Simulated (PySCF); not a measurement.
Cost of excited-state runs on `[SiH3]C[C@H]1C#[N+][AlH2-][CH2]1`, C4H10AlNSi

Geometry:
```tsv
atom	x (Å)	y (Å)	z (Å)
Si1	-0.317	-1.095	1.128
C2	-0.684	-0.868	-0.731
C3	-1.338	0.475	-1.042
C4	-1.662	0.631	-2.424
N5	-2.239	0.740	-3.428
Al6	-3.945	0.880	-2.307
C7	-2.820	0.622	-0.562
H8	-1.553	-1.051	1.909
H9	0.342	-2.390	1.291
H10	0.569	-0.004	1.544
H11	-1.334	-1.666	-1.095
H12	0.252	-0.946	-1.291
H13	-0.703	1.297	-0.700
H14	-4.725	-0.370	-2.776
H15	-4.426	2.302	-2.666
H16	-3.098	-0.315	-0.060
H17	-2.860	1.398	0.210
```

PySCF with density fitting, on 1 thread of an Arm Neoverse V2, shared host. Command: `OMP_NUM_THREADS=1 python excited_run.py task.json out`

(1) How long does this run take, and how much memory?
- excited states, B3LYP/def2-SVPD; two-photon moments; 6 states; quadratic response for 5 states; 0 triplets; writes grids

Answers

(1) 
```tsv
run	level	basis functions	wall time	peak memory (GiB)
excited states	B3LYP/def2-SVPD	228	43 s	0.91
```
Times from a shared host are rough.
